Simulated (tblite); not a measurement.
Isomers of C4H5ClO2Si. Computed values, GFN2-xTB/tblite, gas phase, harmonic and unscaled. Errors from tens to a few hundred cm⁻¹ against measured bands are possible. Modes of hydrogen on silicon can be 10 to 20 % off. One conformer each.

Electronic energies: GFN2-xTB at the same geometries; isomer energies are rough at this level and their order can be wrong.

| SMILES | electronic energy, lowest = 0 (kJ/mol) |
| --- | --- |
| O=C=C(C=O)C[SiH2]Cl | 142.3 |
| O=C=C(CCl)[SiH2]C=O | 350.0 |
| [SiH3]Oc1ccc(Cl)o1 | 0.0 |
| C#C[Si@H](O)O/C=C\Cl | 154.7 |
| O=C=C(C=O)[SiH2]CCl | 275.6 |

Task: How do GFN2-xTB zero-point energies change the relative energies?

Result: 
```csv
SMILES,ZPE (kJ/mol),of it from modes above 1550 cm⁻¹,electronic (kJ/mol),"with ZPE, lowest = 0 (kJ/mol)",lowest mode (cm⁻¹),rings
[SiH3]Oc1ccc(Cl)o1,203.7,89.3,0.0,0.0,68,1
O=C=C(C=O)C[SiH2]Cl,207.0,103.9,142.3,145.6,44,0
C#C[Si@H](O)O/C=C\Cl,204.2,116.2,154.7,155.2,51,0
O=C=C(C=O)[SiH2]CCl,202.8,104.2,275.6,274.6,41,0
O=C=C(CCl)[SiH2]C=O,199.9,103.1,350.0,346.1,19,0
```

The zero-point energies span 7.1 kJ/mol, from `O=C=C(CCl)[SiH2]C=O` to `O=C=C(C=O)C[SiH2]Cl`. The order is unchanged.

Task: What do entropy and thermal enthalpy add at 298.15 K and 1 bar (rigid rotor, harmonic oscillator, one conformer each)?

Result: 
| SMILES | point group | symmetry number | S (J/(mol K)) | H − H(0) (kJ/mol) | ZPE + H − H(0) − TS (kJ/mol) |
| --- | --- | --- | --- | --- | --- |
| O=C=C(C=O)C[SiH2]Cl | Cs | 1 | 408.0 | 27.42 | 112.8 |
| C#C[Si@H](O)O/C=C\Cl | C1 | 1 | 423.0 | 29.88 | 108.0 |
| O=C=C(C=O)[SiH2]CCl | C1 | 1 | 422.3 | 28.89 | 105.8 |

Not tabulated: `[SiH3]Oc1ccc(Cl)o1` (point group not settled); `O=C=C(CCl)[SiH2]C=O` (lowest mode only 19 cm⁻¹).
